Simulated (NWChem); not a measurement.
Atomisation of HNaO

```
O
H 1 0.9609
Na 1 1.9198 2 161.07
```
Charge 0, spin multiplicity 1.

All runs are NWChem calculations. The geometry was optimised at B3LYP/def2-SVP, a minimum by its harmonic frequencies.

Basis set: def2-TZVP. The atomisation energy is electronic alone: no zero-point, thermal, spin-orbit or counterpoise terms. No value is extrapolated to the basis-set limit. Free atoms are single determinants with multiplicities Na 2, O 3, H 2. Correlated methods freeze the same cores in atoms and molecule, 2 orbitals in all.

```tsv
method	atomisation energy (kcal/mol)
HF	103.4
BHandHLYP	167.2
MP2	180.8
M06-2X	183.9
LDA (SVWN5)	212.5
PBE0	175.0
B3LYP	179.5
PBE	184.0
CAM-B3LYP	181.9
CCSD(T)	173.9
```

The values span 109.2 kcal/mol, from HF (lowest) to LDA (SVWN5) (highest). 

B3LYP has NWChem's definition, with VWN1-RPA local correlation. The structure started from a generated list of species. No SCF solution was tested for a lower state. Open-shell Hartree-Fock references start from PBE0 orbitals. Coupled-cluster values serve here as a point of comparison, not as the truth.
